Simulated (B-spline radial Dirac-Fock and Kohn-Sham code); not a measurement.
## X-ray form factors of iodine in several charge states

The computed values come from a B-spline atomic structure program: configuration-average Dirac-Fock orbitals.

Configurations: I⁴¹⁺ [Ne] 3s2; I⁴⁴⁺ [He] 2s2 2p5; I⁴⁵⁺ [He] 2s2 2p4; I⁴⁷⁺ [He] 2s2 2p2; I⁴⁸⁺ [He] 2s2 2p1; I⁴⁹⁺ [He] 2s2; I⁵²⁺ 1s1. The first column is f₀ of I⁴¹⁺, the others are differences from it.

| s (Å⁻¹) | I⁴¹⁺ | Δ I⁴⁴⁺ | Δ I⁴⁵⁺ | Δ I⁴⁷⁺ | Δ I⁴⁸⁺ | Δ I⁴⁹⁺ | Δ I⁵²⁺ |
| --- | --- | --- | --- | --- | --- | --- | --- |
| 0 | 12.000 | -3.000 | -4.000 | -6.000 | -7.000 | -8.000 | -11.000 |
| 0.05 | 11.995 | -2.997 | -3.996 | -5.996 | -6.996 | -7.995 | -10.995 |
| 0.1 | 11.979 | -2.986 | -3.985 | -5.983 | -6.982 | -7.982 | -10.979 |
| 0.15 | 11.954 | -2.969 | -3.967 | -5.962 | -6.961 | -7.959 | -10.954 |
| 0.2 | 11.918 | -2.945 | -3.941 | -5.934 | -6.930 | -7.927 | -10.918 |
| 0.25 | 11.872 | -2.914 | -3.908 | -5.897 | -6.891 | -7.886 | -10.872 |
| 0.3 | 11.817 | -2.877 | -3.869 | -5.852 | -6.844 | -7.837 | -10.817 |
| 0.35 | 11.752 | -2.835 | -3.823 | -5.800 | -6.790 | -7.779 | -10.753 |
| 0.4 | 11.678 | -2.786 | -3.771 | -5.741 | -6.728 | -7.714 | -10.680 |
| 0.45 | 11.596 | -2.732 | -3.713 | -5.676 | -6.658 | -7.641 | -10.598 |
| 0.5 | 11.506 | -2.673 | -3.649 | -5.604 | -6.583 | -7.562 | -10.508 |
| 0.6 | 11.303 | -2.543 | -3.509 | -5.444 | -6.413 | -7.383 | -10.306 |
| 0.7 | 11.074 | -2.398 | -3.352 | -5.264 | -6.222 | -7.182 | -10.078 |
| 0.8 | 10.823 | -2.243 | -3.183 | -5.069 | -6.015 | -6.963 | -9.828 |
| 0.9 | 10.555 | -2.081 | -3.006 | -4.864 | -5.796 | -6.730 | -9.560 |
| 1 | 10.273 | -1.918 | -2.826 | -4.651 | -5.568 | -6.488 | -9.281 |
| 1.1 | 9.983 | -1.755 | -2.645 | -4.436 | -5.337 | -6.240 | -8.992 |
| 1.2 | 9.689 | -1.596 | -2.467 | -4.222 | -5.105 | -5.991 | -8.699 |
| 1.4 | 9.099 | -1.302 | -2.132 | -3.806 | -4.651 | -5.500 | -8.113 |
| 1.6 | 8.525 | -1.051 | -1.836 | -3.423 | -4.226 | -5.035 | -7.543 |
